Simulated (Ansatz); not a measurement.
The cluster Li4F5⁻, 9 atoms. Hardware: 4 threads of Arm Neoverse V1 on a shared host.

Correlated methods freeze 5 core orbitals; core or outer-core shells of Li are correlated, in sets that lack core-valence functions.

**Question.** How many basis functions does each of these Ansatz runs have, and roughly what does it cost? CCSD(T)/def2-SVPD, charge -1 singlet, energy, from earlier orbitals; r2SCAN0-D4/def2-TZVPD, charge -1 singlet, energy, from earlier orbitals; MP2/def2-TZVPD, charge -1 singlet, energy, from earlier orbitals; r2SCAN-D4/def2-TZVPD, charge -1 singlet, energy, from earlier orbitals; BHLYP-D4/def2-TZVPD, charge -1 singlet, energy, from earlier orbitals; PBE-D4/def2-TZVPD, charge -1 singlet, energy and forces, from earlier orbitals; BLYP-D4/def2-TZVPD, charge -1 singlet, energy, from earlier orbitals; B3LYP-D4/def2-SVPD, charge -1 singlet, relaxation, 6 steps; PBE0-D4/def2-TZVPD, charge -1 singlet, energy, from earlier orbitals.

**Answer.** Other jobs shared the machine, so times can vary by a factor of up to 3. A dash marks memory too small to be measured apart from the calling script's.

```
                                                                           run  functions  fitting or Cholesky vectors  wall time  peak host memory (GiB)
PBE-D4/def2-TZVPD, charge -1 singlet, energy and forces, from earlier orbitals        268                         1645      4.2 s                       –
          BLYP-D4/def2-TZVPD, charge -1 singlet, energy, from earlier orbitals        268                         1645      4.9 s                       –
         BHLYP-D4/def2-TZVPD, charge -1 singlet, energy, from earlier orbitals        268                         1755        5 s                    0.82
        r2SCAN-D4/def2-TZVPD, charge -1 singlet, energy, from earlier orbitals        268                         1645      5.5 s                       –
              MP2/def2-TZVPD, charge -1 singlet, energy, from earlier orbitals        268                         2041      5.5 s                     0.8
          PBE0-D4/def2-TZVPD, charge -1 singlet, energy, from earlier orbitals        268                         1645      5.5 s                     0.8
       r2SCAN0-D4/def2-TZVPD, charge -1 singlet, energy, from earlier orbitals        268                         1645        7 s                    0.84
                    B3LYP-D4/def2-SVPD, charge -1 singlet, relaxation, 6 steps        163                         1882       20 s                       –
           CCSD(T)/def2-SVPD, charge -1 singlet, energy, from earlier orbitals        163                         1773       90 s                     2.2
```
